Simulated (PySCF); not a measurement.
A PySCF script (with the pyscf-properties extension) for the NMR shieldings of SMILES C=C[C@@H]1C[C@@H]1[Si@H](P)N[SiH3], C5H14NPSi2, on a GFN2-xTB geometry:

```python
import basis_set_exchange as bse
import numpy as np
from pyscf import gto, dft
from pyscf.prop import nmr

atoms = """
C    -2.270765    1.695049    0.706885
C    -1.622480    0.546071    0.612381
C    -1.857560   -0.452880   -0.436890
C    -1.601927   -1.902934   -0.149079
C    -0.687915   -1.172117   -1.081221
Si    1.098284   -0.800769   -0.592699
P     1.444004   -1.401269    1.539030
N     1.418351    0.895415   -0.723705
Si    2.300033    1.957442    0.328718
H    -2.069851    2.398682    1.495964
H    -3.033807    1.976455   -0.001456
H    -0.862907    0.285501    1.339654
H    -2.692067   -0.219181   -1.090203
H    -1.218172   -2.149732    0.832799
H    -2.283566   -2.639930   -0.548383
H    -0.826734   -1.392798   -2.133120
H     1.969682   -1.524702   -1.541985
H     1.408061   -2.761245    1.280246
H     2.821970   -1.366019    1.444738
H     0.937920    1.347347   -1.484081
H     3.553110    1.284527    0.676684
H     2.537588    3.165843   -0.459545
H     1.533996    2.258227    1.541224
"""
names = dict.fromkeys(["C", "Si", "P", "N", "H"], "pcSseg-1")
basis = {el: gto.basis.parse(bse.get_basis(n, elements=[el], fmt="nwchem")) for el, n in names.items()}
mol = gto.M(atom=atoms, basis=basis, charge=0, verbose=0)
mf = dft.RKS(mol, xc="PBE0")
mf.grids.level = 2
mf.grids.alignment = dft.numint.BLKSIZE   # the property module wants whole blocks of grid points
mf.conv_tol = 1e-9
mf.kernel()

calc = nmr.RKS(mf)   # GIAO
C = mf.mo_coeff
Co = C[:, mf.mo_occ > 0]
resp = mf.gen_response(singlet=True, hermi=2)
def vind(x):   # induced exchange potential for any number of trial vectors
    d = np.einsum("pi,xij,qj->xpq", C, 2 * x.reshape(-1, C.shape[1], Co.shape[1]), Co, optimize=True)
    return np.einsum("xpq,pi,qj->xij", resp(d - d.transpose(0, 2, 1)), C, Co, optimize=True).ravel()
mo1, _ = nmr.rhf.solve_mo1(calc, with_cphf=vind)
sigma = calc.kernel(mo1)
for i, s in enumerate(sigma):   # ppm
    w = np.linalg.eigvalsh((s + s.T) / 2)
    print("%2d %-2s iso %8.1f  s11 %8.1f  s22 %8.1f  s33 %8.1f" % (i, mol.atom_pure_symbol(i), w.mean(), *w))
```

**Question.** Give the expected output.

**Answer.** 
```
 0 C  iso     69.0  s11    -46.0  s22     91.5  s33    161.5
 1 C  iso     35.1  s11    -87.9  s22     43.4  s33    149.9
 2 C  iso    161.8  s11    124.5  s22    147.8  s33    213.1
 3 C  iso    171.7  s11    144.7  s22    169.6  s33    200.8
 4 C  iso    177.0  s11    139.6  s22    180.1  s33    211.5
 5 Si iso    352.8  s11    307.5  s22    358.9  s33    392.1
 6 P  iso    613.9  s11    548.6  s22    612.3  s33    680.7
 7 N  iso    259.6  s11    227.0  s22    255.1  s33    296.8
 8 Si iso    408.0  s11    364.8  s22    393.7  s33    465.4
 9 H  iso     26.4  s11     22.5  s22     25.4  s33     31.2
10 H  iso     26.2  s11     22.3  s22     25.6  s33     30.9
11 H  iso     25.3  s11     21.9  s22     24.0  s33     29.9
12 H  iso     30.0  s11     23.6  s22     27.5  s33     38.8
13 H  iso     31.3  s11     24.3  s22     31.0  s33     38.7
14 H  iso     30.6  s11     24.5  s22     26.1  s33     41.1
15 H  iso     31.3  s11     24.4  s22     27.5  s33     41.9
16 H  iso     25.6  s11     22.4  s22     23.4  s33     31.1
17 H  iso     30.8  s11     24.8  s22     28.5  s33     39.1
18 H  iso     30.2  s11     24.4  s22     27.4  s33     38.7
19 H  iso     32.2  s11     23.5  s22     30.1  s33     43.1
20 H  iso     27.1  s11     23.3  s22     25.9  s33     32.2
21 H  iso     27.1  s11     23.5  s22     24.7  s33     33.1
22 H  iso     26.9  s11     22.9  s22     26.1  s33     31.7
```

These numbers come from an equivalent density-fitted implementation of the same equations, which agrees with the script to about 0.01 ppm for H and up to a few tenths of a ppm for heavy atoms, so last digits may differ.

**Question.** Turn these shieldings into chemical shifts. References, each an isolated molecule treated in the same way: 13C (σref 186.93) and 29Si (σref 349.16) and 1H (σref 31.72) against TMS; H3PO4 for 31P (σref 318.38); 15N (σref 267.73) against NH3.

**Answer.** Averaging equivalent atoms: C 1: 151.8; C 0: 117.9; C 2: 25.1; C 3: 15.2; C 4: 9.9; Si 5: -3.7; Si 8: -58.8; P 6: -295.5; N 7: 8.1; H 11: 6.44; H 16: 6.08; H 10: 5.48; H 9: 5.33; H 20/21/22: 4.67; H 12: 1.73; H 17/18: 1.22; H 14: 1.15; H 15: 0.45; H 13: 0.38; H 19: -0.49 ppm. Experimental scales use liquid or dissolved standards, which lie at an offset from isolated NH3 (liquid NH3: subtract about 20 ppm) and H3PO4.

Size and cost of the density-fitted run: 244 basis functions, 53 s wall time on 1 thread of an Intel Xeon 6975P-C, shared host; peak memory 1.1 GiB.
